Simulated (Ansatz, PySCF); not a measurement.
Pair of molecules: CH6Ge (SMILES [CH3][GeH3]) (first 8 atoms) with H2O (SMILES O); geometry from B3LYP-D3(BJ)/def2-TZVP.
(charge 0, multiplicity 1):
```xyz
11

C     -0.25341     1.63084     0.35152
Ge     0.36108    -0.22090     0.16455
H     -0.69388     1.75869     1.33882
H     -0.99972     1.85844    -0.40894
H      0.58378     2.31874     0.23759
H      1.41222    -0.56168     1.24249
H      0.99943    -0.46636    -1.21691
H     -0.81507    -1.20792     0.32634
O     -0.97528    -0.18889     3.33411
H     -0.06047    -0.48330     3.40089
H     -1.41540    -0.86874     2.81233
```

Counterpoise-corrected where a basis set is named; no monomer relaxation. Rows marked so take none.

Rows in 3-21G, 6-31G* carry no dispersion term and start afresh at each structure (6-31G* with six Cartesian d functions); the Pople sets are all-electron and without relativity.

Programs: Ansatz (Gaussian basis) for Hartree–Fock, density functionals and correlated methods; PySCF for 3-21G rows, 6-31G* rows, the dispersion terms. Values without a source in brackets are computed.

### Question
One of these levels gives -156.7 meV for the interaction energy. Which one is it?
(A) HF/3-21G (no counterpoise)
(B) SVWN5/def2-TZVPPD
(C) revPBE-D4/def2-TZVPPD
(D) HF/6-31G* (no counterpoise)

### Answer
B, SVWN5/def2-TZVPPD. The others give -265.5 (HF/3-21G (no counterpoise)), -80.7 (HF/6-31G* (no counterpoise)), -66.2 (revPBE-D4/def2-TZVPPD)

Ansatz is an electronic-structure program.
